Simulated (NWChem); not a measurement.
HfHSOF; SMILES [OH][Hf](=[S])[F]

```xyz
5

Hf     0.0008    -0.1956    -0.1789
S      0.1016     1.9973     0.1996
F      1.5472    -1.0990     0.5138
O     -1.6471    -0.9150     0.5080
H     -2.4322    -0.6627     1.0004
```
Atoms are numbered in this order, from 1.

Computed with NWChem. Coordinates come from a PBE0/def2-SVP optimisation. def2 effective core potentials on Hf; no spin-orbit coupling. Ions are spin-unrestricted doublets at the neutral geometry; other ion states weren't tried.

### Question
Order these by “ΔSCF minus −ε(HOMO) (eV)”, lowest first: PBE0/def2-SVP; PBE/def2-SVP; B3LYP/def2-SVP; BHandHLYP/def2-SVP.

### Answer
BHandHLYP/def2-SVP (1.09), PBE0/def2-SVP (2.19), B3LYP/def2-SVP (2.46), PBE/def2-SVP (3.30)
